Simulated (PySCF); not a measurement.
CH₃O₃S, SMILES O=S(=O)([O-])C, charge -1.

The structure is a stationary point at PBE0-D3(BJ)/def2-SVPD.

Level of theory: PBE/def2-SVPD in PySCF.

The molecule is in vacuum.

```
Property                                                           Value
------------------------------------------------  ----------------------
total energy                                          -663.05840 hartree
point group                                                          C3v
highest occupied level                                          -0.64 eV
lowest empty level                                               3.67 eV
orbital gap                                                      4.30 eV
dipole moment about the centre of nuclear charge                  3.81 D
mean static polarisability                          56.6 bohr³ (8.39 Å³)
polarisability, principal values                  54.5, 54.5, 60.8 bohr³
```
